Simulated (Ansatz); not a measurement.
Species: H₄BN, SMILES `BN` (H–B–N–H torsion 180°) (charge 0, multiplicity 1).

Task: Give a relaxed geometry from CAM-B3LYP-D3(BJ)/def2-TZVP in Ansatz (a first-principles code).

Result: This is not unique; one that fits is the end point of this relaxation, one of several conformers (outside a Z-matrix the atoms follow the SMILES, hydrogens last).
Z-matrix (Å, degrees):
```
B
N 1 1.3834
H 2 1.0058 1 123.21
H 2 1.0058 3 113.58 1 180.00
H 1 1.1923 2 119.07 3 179.98
H 1 1.1923 5 121.87 2 179.98
```
